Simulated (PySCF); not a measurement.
Computed Raman spectrum (relative Raman activity) of a molecule C2H7NSi2. The structure is a stationary point at ωB97X-D3(BJ)/def2-SVP. One conformer was computed; it need not be the lowest. Computed with ωB97X-D3(BJ)/def2-SVP (PySCF 2.14.0). Frequencies are harmonic and unscaled.

Lines under 2 % of the strongest are left out, and lines within 2 cm⁻¹ are merged.

```tsv
ν (cm⁻¹)	relative intensity
502	5.2
542	6.4
556	3.1
620	8.2
658	4.5
714	4.8
795	2.2
860	2.2
941	6.4
959	9.3
965	8.3
970	5.9
1079	2.1
1208	3.6
1284	4.1
1665	5.9
2246	37
2250	32
2256	100
2260	39
2266	86
3118	44
3174	83
```

### Question
Pick the molecule that these values belong to.
A) C=C1[SiH2]N[SiH2]1
B) [SiH3]N1C=C[SiH2]1
C) [SiH3][C@H]1N=C[SiH2]1
D) C#C[SiH2][SiH2]N

### Answer
C, [SiH3][C@H]1N=C[SiH2]1
